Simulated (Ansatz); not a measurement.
Computed with Ansatz on PBE0-D4/def2-TZVP structures; ΔE is electronic, products minus reactants. CCSD(T)/CBS is the MP2 limit (def2-TZVPP, def2-QZVPP) plus CCSD(T) − MP2 in def2-TZVPP, frozen cores. This one scheme is used for every species. DFT in def2-TZVPP. For Mg outer-core shells are correlated without core-valence functions, which leaves a few kJ/mol of doubt a bond. Each species was taken in one conformer, which may not be the lowest.

`C[S][Mg][NH2]` + H₂S → `[NH2][Mg][SH]` + CH₃SH  (ligand exchange at a Mg–S bond)

```csv
level,ΔE (kJ/mol)
BHLYP-D4,-20.6
PBE-QIDH,-21.2
r2SCANh,-21.8
CCSD/CBS(def2),-20.0
```

(1) What does CCSD(T)/CBS give? (Best estimate.)

Largest T1 diagnostic among the species: 0.009.

Results:

(1) Ansatz gave: -19.3 kJ/mol. The listed levels differ from it by -1.3, -1.9, -2.5, -0.7 kJ/mol.

Leaving LDA and LC-ωPBE aside and taking each functional with its dispersion term where it has one, the values, not all of them listed here, spread over 3.9 kJ/mol, from r2SCAN0-D4 to BLYP-D4. In def2-TZVPP, CCSD(T) changes the Hartree–Fock value by +4.1 kJ/mol (the triples alone add +0.8 kJ/mol) and MP2 by +4.2 kJ/mol.
